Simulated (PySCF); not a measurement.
Shifts of the heteroatoms

Numbering as in the mapped SMILES `[CH3:1][CH:2]([CH3:3])[O:4][C:5](=[O:6])[SiH2:7][CH2:8][F:9]`. Each H is labelled by its parent atom.

- GIAO PBE0/pcSseg-1 shieldings
- GFN2-xTB structure
- program: PySCF
- non-relativistic, no solvent, fast rotation and ring inversion assumed for equivalent nuclei, a single conformation

(1) What are the 19F shifts?

(2) Where does 29Si resonate?

(3) Predict the 17O NMR data.

Answers

(1) 
```
atoms                environment  σ (ppm)  δ (ppm)
   F9  fluorine on an sp3 carbon    482.7   -275.0
```

Shieldings were converted by a linear fit to measured shifts: 19F: δ = 146.13 − 0.903σ +14.6 on sp3 carbon (rms 6.0 ppm, 223 shifts, 7.0 ppm with the 5 outliers that the fit left out vs CFCl3, solution or neat liquid). Occasional misses reach two or three times the rms, and more in compound classes unlike the fitted ones.

On a 400 MHz spectrometer 19F resonates near 376.4 MHz, so 1 ppm is 376.4 Hz.

(2) 
| atoms | environment | σ (ppm) | δ (ppm) |
| --- | --- | --- | --- |
| Si7 | silicon bonded to 2 C, 2 H | 414.8 | -61.0 |

Shieldings were converted by a linear fit to measured shifts: 29Si: δ = 279.94 − 0.822σ (rms 8.9 ppm, 72 shifts, 25.8 ppm with the 6 outliers that the fit left out vs TMS, solution or neat liquid). A few per cent of atoms miss by over 2 rms, more outside the fitted compound classes.

On a 500 MHz spectrometer 29Si resonates near 99.3 MHz, so 1 ppm is 99.3 Hz.

(3) 
```json
{"atoms": "O6", "environment": "ester carbonyl oxygen", "σ (ppm)": "-173.2", "δ (ppm)": "424.5"}
{"atoms": "O4", "environment": "ester alkoxy oxygen", "σ (ppm)": "60.5", "δ (ppm)": "211.6"}
```

Shieldings were converted by a linear fit to measured shifts: 17O (scatter 10.7 ppm rms, 12.2 ppm with the 3 outliers that the fit left out vs liquid water, solution or neat liquid). A few per cent of atoms miss by over 2 rms, more outside the fitted compound classes.

On a 300 MHz spectrometer 17O resonates near 40.7 MHz, so 1 ppm is 40.7 Hz.
